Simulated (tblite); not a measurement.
Compound: C5H8F3 (doublet state).
SMILES with atom numbers: `[CH3:1][CH2:2][CH2:3][CH:4][C:5]([F:6])([F:7])[F:8]` (hydrogens: H9, H10, H11 on C1; H12, H13 on C2; H14, H15 on C3; H16 on C4)

Computed with GFN2-xTB (tblite), gas phase: L-BFGS steps from a force-field or distance-geometry start until the largest atomic force falls under 0.01 eV/Å.

Step 19: E = -786.9640 eV
```
atom  x, y, z in Å  |  force x, y, z in eV/Å
C1      1.4715    0.8330    0.4276    0.006  -0.022  -0.035
C2      1.2760   -0.6579    0.2130   -0.057  -0.007  -0.036
C3      0.0551   -0.9968   -0.6993    0.092   0.038   0.023
C4     -1.2716   -0.7024   -0.1446    0.073  -0.047   0.007
C5     -1.8075    0.6630    0.0007    0.095  -0.071   0.003
F6     -1.1431    1.5961   -0.6967   -0.070  -0.024  -0.011
F7     -1.8015    1.0884    1.2961   -0.004   0.070  -0.006
F8     -3.0979    0.7525   -0.3817   -0.068  -0.016  -0.010
H9      0.7163    1.2474    1.0886    0.019   0.000  -0.004
H10     1.4299    1.3545   -0.5240    0.016   0.093  -0.011
H11     2.4473    1.0114    0.8692    0.033   0.026   0.077
H12     2.1595   -1.0591   -0.2904   -0.071  -0.042   0.039
H13     1.1670   -1.1582    1.1756   -0.047  -0.065  -0.040
H14     0.1096   -2.0625   -0.9287   -0.029   0.056  -0.045
H15     0.2024   -0.4121   -1.6144    0.012  -0.028  -0.027
H16    -1.9206   -1.4885    0.1975    0.000   0.038   0.074
```

Step 20: E = -786.9668 eV
```
atom  x, y, z in Å  |  force x, y, z in eV/Å
C1      1.4721    0.8297    0.4260    0.000   0.010  -0.015
C2      1.2752   -0.6597    0.2112   -0.040  -0.018  -0.022
C3      0.0542   -0.9941   -0.7015    0.126   0.035   0.012
C4     -1.2680   -0.7031   -0.1367    0.069  -0.052  -0.017
C5     -1.8058    0.6617   -0.0003    0.079  -0.048   0.028
F6     -1.1441    1.5918   -0.7047   -0.077  -0.035  -0.019
F7     -1.8023    1.0991    1.2903    0.035   0.067   0.046
F8     -3.0974    0.7463   -0.3767   -0.107  -0.018  -0.067
H9      0.7170    1.2447    1.0842   -0.041   0.013   0.036
H10     1.4313    1.3556   -0.5223    0.037   0.085  -0.044
H11     2.4432    1.0092    0.8750    0.079   0.021   0.065
H12     2.1610   -1.0639   -0.2846   -0.072  -0.044   0.005
H13     1.1618   -1.1588    1.1731   -0.051  -0.073  -0.011
H14     0.1108   -2.0578   -0.9389   -0.039   0.054  -0.044
H15     0.1975   -0.4008   -1.6114    0.014  -0.035  -0.038
H16    -1.9141   -1.4909    0.2057   -0.012   0.038   0.086
```

Step 21: E = -786.9699 eV
```
atom  x, y, z in Å  |  force x, y, z in eV/Å
C1      1.4729    0.8262    0.4242    0.004   0.052   0.019
C2      1.2740   -0.6621    0.2090   -0.001  -0.014   0.011
C3      0.0552   -0.9903   -0.7042    0.100   0.025  -0.014
C4     -1.2625   -0.7047   -0.1274    0.038  -0.027  -0.026
C5     -1.8033    0.6593   -0.0007    0.015  -0.003   0.047
F6     -1.1468    1.5855   -0.7148   -0.071  -0.041  -0.033
F7     -1.8023    1.1135    1.2837    0.071   0.041   0.074
F8     -3.0979    0.7383   -0.3717   -0.096  -0.038  -0.101
H9      0.7169    1.2416    1.0794   -0.086   0.018   0.062
H10     1.4338    1.3580   -0.5209    0.062   0.057  -0.053
H11     2.4394    1.0068    0.8831    0.096   0.009   0.035
H12     2.1616   -1.0708   -0.2778   -0.055  -0.044  -0.036
H13     1.1547   -1.1610    1.1698   -0.053  -0.071   0.017
H14     0.1115   -2.0511   -0.9524   -0.038   0.038  -0.043
H15     0.1918   -0.3872   -1.6080    0.024  -0.037  -0.050
H16    -1.9063   -1.4931    0.2173   -0.010   0.034   0.091
```

**Question.** Estimate the geometry and energy of step 22. (The exact step hangs on the optimiser's Hessian estimate; all steps are aligned on step 21, rigid shifts and turns removed.)

**Answer.** E = -786.9729 eV, largest force 0.120 eV/Å
```
atom  x, y, z in Å  |  force x, y, z in eV/Å
C1      1.4740    0.8239    0.4230    0.012   0.079   0.055
C2      1.2729   -0.6646    0.2071    0.037   0.004   0.047
C3      0.0578   -0.9862   -0.7073    0.024   0.013  -0.037
C4     -1.2561   -0.7066   -0.1185   -0.010   0.016  -0.021
C5     -1.8011    0.6567   -0.0003   -0.060   0.038   0.047
F6     -1.1512    1.5782   -0.7255   -0.057  -0.038  -0.045
F7     -1.8011    1.1288    1.2781    0.089  -0.001   0.065
F8     -3.0995    0.7295   -0.3682   -0.041  -0.061  -0.095
H9      0.7154    1.2389    1.0757   -0.095   0.015   0.062
H10     1.4376    1.3615   -0.5202    0.082   0.014  -0.029
H11     2.4369    1.0044    0.8917    0.077  -0.002  -0.004
H12     2.1613   -1.0788   -0.2716   -0.029  -0.036  -0.066
H13     1.1462   -1.1644    1.1666   -0.047  -0.054   0.032
H14     0.1114   -2.0438   -0.9668   -0.025   0.016  -0.040
H15     0.1864   -0.3743   -1.6058    0.037  -0.032  -0.060
H16    -1.8984   -1.4944    0.2308    0.007   0.030   0.089
```

The energy changes by -0.0030 eV. The first-order estimate −F·Δx gives -0.0042 eV and the mean of the old and new forces, exact on a quadratic surface, -0.0030 eV. The step makes an angle of 74° with the force vector and moves no atom by more than 0.016 Å.

The cost below is that of the whole relaxation. The run took 0.56 s on an Arm Neoverse V1 with one thread, no GPU, shared host with 64 logical CPUs at a one-minute load of 34.
